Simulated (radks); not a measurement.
The numbers below are computed, except where a source is named.
Q: Pt2+, 76 electrons, occupied as [Kr] 4d10 4f14 5s2 5p5.5 5d8 6s0.5 (fractional occupations, a model configuration). Level of theory: scalar-relativistic Kohn-Sham, LDA (Slater exchange, Perdew-Wang correlation), spin-polarised, spherical densities, finite nucleus; open shells are filled with parallel spins first (spin-orbit coupling, left out, can overturn this in heavy ions); Fermi nuclear charge, rms radius 5.427 fm (a radial shooting solver on a logarithmic mesh with Libxc functionals). Some entries of the table are withheld. Estimate them.

| orbital | occ. | eigenvalue (eV) | r(max) (bohr) | <1/r> (bohr^-1) |
|---|---|---|---|---|
| 1s up | 1 | -78357.97 | 0.01063 | 93.83 |
| 1s down | 1 | -78357.88 | 0.01063 | 93.83 |
| 2s up | 1 | -13788.09 | 0.06128 | 22.00 |
| 2s down | 1 | -13787.90 | 0.06128 | 22.00 |
| 2p up | 3 | -11961.85 | 0.05060 | 19.66 |
| 2p down | 3 | -11961.67 | 0.05060 | 19.66 |
| 3s up | 1 | -3257.060 | 0.1728 | 8.153 |
| 3s down | 1 | -3256.934 | 0.1728 | 8.153 |
| 3p up | 3 | -2724.961 | 0.1718 | 7.461 |
| 3p down | 3 | -2724.827 | 0.1718 | 7.461 |
| 3d up | 5 | -2145.684 | 0.1398 | 7.030 |
| 3d down | 5 | -2145.519 | 0.1398 | 7.030 |
| 4s up | 1 | -718.3751 | 0.3900 | 3.492 |
| 4s down | 1 | -718.1335 | 0.3900 | 3.492 |
| 4p up | 3 | -543.7267 | 0.4101 | 3.157 |
| 4p down | 3 | -543.4750 | 0.4101 | 3.157 |
| 4d up | 5 | -331.2372 | 0.4182 | 2.826 |
| 4d down | 5 | -330.9388 | 0.4182 | 2.827 |
| 5s up | 1 | -126.5251 | 0.8676 | 1.425 |
| 5s down | 1 | -125.0953 | 0.8661 | 1.429 |
| 4f up | 7 | -94.9551 | 0.3843 | 2.390 |
| 4f down | 7 | -94.5387 | 0.3842 | 2.394 |
| 5p up | 3 | -80.3692 | 0.9744 | 1.212 |
| 5p down | 2.5 | -78.7505 | 0.9724 | 1.215 |
| 5d up | 5 | (1) | (2) | 0.8570 |
| 5d down | 3 | (3) | (4) | 0.8534 |
| 6s up | 0.5 | (5) | 2.156 | 0.5246 |
| 6s down | 0 | (6) | 2.173 | 0.5160 |
| 6p up | 0 | -15.4824 | 2.674 | 0.4149 |
| 6p down | 0 | -14.6490 | 2.723 | 0.4035 |
| 7s up | 0 | -8.1298 | 5.055 | 0.2376 |
| 7s down | 0 | -7.9066 | 5.172 | 0.2324 |

A: 
(1) 5d up eigenvalue (eV): -28.6903
(2) 5d up r(max) (bohr): 1.233
(3) 5d down eigenvalue (eV): -27.0176
(4) 5d down r(max) (bohr): 1.232
(5) 6s up eigenvalue (eV): -23.8492
(6) 6s down eigenvalue (eV): -22.6791
